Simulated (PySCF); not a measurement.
C3H3, SMILES [CH][C][CH2+] (connectivity only; charge and spin as stated), charge +1, multiplicity 1.

The structure is a stationary point at B3LYP-D3(BJ)/def2-TZVP.

Computed with PBE/def2-TZVPD (PySCF).

Isolated molecule, no solvent.

Question: Estimate the frontier levels, gap, dipole moment and polarisability. (The exact figures need the calculation; the answer reports its results.)

Answer: 
```
Item                                                               Value
------------------------------------------------  ----------------------
highest occupied level                                         -14.19 eV
lowest empty level                                             -12.13 eV
orbital gap                                                      2.06 eV
dipole moment about the centre of nuclear charge                  0.38 D
mean static polarisability                          30.0 bohr³ (4.44 Å³)
polarisability, principal values                  18.0, 21.0, 50.9 bohr³
```
